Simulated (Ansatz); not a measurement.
```yaml
crystal:
  periodic: [false, false, false]
  atoms:
    - {symbol: Ga, position_ang: [0.000034, 0.000018, 0.000023]}
    - {symbol: Br, position_ang: [-0.020098, -0.010564, 2.643695]}
    - {symbol: Br, position_ang: [0.019954, 0.010498, -2.643595]}
    - {symbol: Br, position_ang: [2.643821, 0.005676, 0.019926]}
    - {symbol: Br, position_ang: [-2.643579, -0.005735, -0.019986]}
    - {symbol: Br, position_ang: [-0.005861, 2.644254, 0.010474]}
    - {symbol: Br, position_ang: [0.005730, -2.644157, -0.010537]}
basis:
  gaussian: {orbitals: def2-TZVPD, initial_orbitals: start.molden}
total_charge: -3
hamiltonian: {xc: pbe0, dispersion: d4}
scf: {omitted_lower_state_checks: [starts]}
output: {orbitals: {seedname: orbitals}}
```

The file start.molden holds the orbitals of an earlier run on this structure, at another level or in another basis.

```sh
$ ansatz run in.yaml --threads 4 --pin off --events-out ev --progress --plain --max-ram 4787MiB
```

(1) Does this run fit into the memory that it is given?

Results:

(1) No. It has 396 basis functions, and Ansatz plans for 6 GiB where 5 GiB are given.
